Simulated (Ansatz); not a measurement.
System: SbH₂Te, charge 0, doublet. SbH2Te (SMILES [SbH][TeH], doublet).
B3LYP-D3(BJ)/def2-TZVP minimum from Ansatz (an electronic-structure program):
```xyz
4

Sb    -0.9190     0.7600     0.7204
H     -2.1312     0.2582    -0.3905
Te     0.9011    -0.7443    -0.7052
H      2.1381    -0.3115     0.3199
```
Charge 0, spin multiplicity 2.

Atomisation energy term by term, kcal/mol (programs: Ansatz). Radicals and triplets start from unrestricted determinants; spin-orbit coupling is neglected. Correlated methods leave the cores frozen (noble-gas shells, and filled d and f shells in the p block). Past Kr the def2 sets carry scalar-relativistic core potentials. CBS(X,Y): correlation extrapolated as X^-3, Hartree-Fock from the larger set. A bracket is a step between two methods taken in the basis named. Where a partner has so few electrons that a lower coupled-cluster level is exact, that level stands in. Spin-orbit terms, left out, reach several kcal/mol for Br and I, and more for heavier atoms.

| term | basis | kcal/mol |
|---|---|---|
| Hartree-Fock | def2-QZVPP | 102.34 |
| CCSD correlation | CBS(def2-TZVPP,def2-QZVPP) | 70.05 |
| (T) | CBS(def2-TZVPP,def2-QZVPP) | 5.00 |
| CCSDT(Q) - CCSD(T) | def2-TZVPP | 0.55 |
| sum: De |  | 177.9 |

The step beyond CCSD(T) by other levels: CCSDT(Q) in def2-SVP 0.65 kcal/mol.
